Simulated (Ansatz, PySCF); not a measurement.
A series of substituents X on one scaffold: acetyl-X. All species are isolated molecules in the gas phase. One relaxed conformer stands for each flexible species; it need not be the lowest. Strings in code marks are SMILES.

Quantity: vertical ionisation energy (energy after one electron is removed minus that of the parent at the parent's geometry), in eV.

Level 1: B3LYP/6-31G* // B3LYP-D3(BJ)/def2-TZVP (PySCF)
Level 2: PBE/6-31G* // B3LYP-D3(BJ)/def2-TZVP (PySCF)
Level 3: minus the HOMO energy of HF/STO-3G // B3LYP-D3(BJ)/def2-TZVP (PySCF)
Level 4: HF/cc-pVTZ // B3LYP-D3(BJ)/def2-TZVP (Ansatz, a quantum-chemistry and plane-wave program)

| species | level 2 | level 3 | level 4 |
|---|---|---|---|
| `C[C](=O)[GeH3]` | 8.67 | 7.51 | 7.95 |
| `CC(=O)[SiH3]` | 8.78 | 7.65 | 8.03 |
| `BC(C)=O` | 9.58 | 8.48 | 8.49 |

Q: What does level 1 give for each, and how far do the other levels lie from it on average?

A: 
- `C[C](=O)[GeH3]`: 8.86
- `CC(=O)[SiH3]`: 8.98
- `BC(C)=O`: 9.71
Mean absolute difference from level 1, which has limits of its own, over these rows (drawn at random from the members that have all these levels): level 2 0.171 eV, level 3 1.30 eV, level 4 1.02 eV.
